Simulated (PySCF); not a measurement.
# Computed properties of FH₂NPb, SMILES [NH2][Pb][F]

Pb(F)(NH2) (FH2NPb), SMILES [NH2][Pb][F] (connectivity only; charge and spin as stated), neutral, multiplicity 1. Geometry optimised at B3LYP-D3(BJ)/def2-TZVP. The def2 effective core potentials stand for the cores of Pb; spin–orbit coupling is left out. The values are those of a single conformer. All values are computed for the isolated molecule unless a solvent is named; none is compared with measurement here.

**Structure.** The optimised structure has Cs symmetry. All 9 harmonic modes at B3LYP-D3(BJ)/def2-TZVP (PySCF) are real, so it is a minimum. With heavy atoms numbered as in [Pb:1]([F:2])[NH2:3], the shortest bond between them is Pb1–F2 at 2.075 Å and the longest Pb1–N3 at 2.121 Å.

**Vibrations.** The strongest infrared lines (harmonic, unscaled, degenerate partners summed) lie at 284 cm⁻¹ (202 km/mol, H 83 %, N 17 %), 496 cm⁻¹ (98 km/mol, F 86 %), 542 cm⁻¹ (74 km/mol, N 74 %, H 15 %). The softest mode is at 152 cm⁻¹ and the zero-point energy is 16.0 kcal/mol.

**Electronic structure.** M06-2X/def2-TZVPD (PySCF) places the frontier levels at -8.46 and -1.33 eV, a gap of 7.13 eV, and gives a dipole moment of 4.16 D and a mean polarisability of 50.4 bohr³.

**Excitations.** TDDFT-B3LYP/def2-SVPD (PySCF) has S1 at 4.35 eV (285 nm, f = 0.064, bright); the most intense of the 10 singlets computed lies at 6.50 eV (f = 0.11). T1 (TDA) is at 3.05 eV. No vertical singlet excitation falls in the visible range (under 3.1 eV).
